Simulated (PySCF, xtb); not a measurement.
C₂H₅AlF₂, SMILES C[CH2][Al]([F])[F]. The values are those of a single conformer.

Harmonic wavenumbers (cm⁻¹) from GFN2-xTB run with xtb 6.7.1 at its own minimum, in rising order: 38, 82, 160, 175, 241, 260, 531, 620, 762, 828, 916, 981, 1048, 1202, 1208, 1410, 1452, 1488, 1494, 2915, 2939, 3003, 3020, 3029.

**Question.** What does B3LYP-D3(BJ)/def2-SVP (PySCF 2.14.0) give at its own minimum? (Estimate from the structure and the level; the computed values follow.)

**Answer.** 25, 101, 172, 237, 271, 308, 567, 608, 832, 933, 933, 969, 1035, 1227, 1241, 1403, 1425, 1474, 1483, 3015, 3025, 3053, 3098, 3108. Paired by order, the mean absolute difference is 40 cm⁻¹ and the zero-point energies are 42.6 and 43.7 kcal/mol.
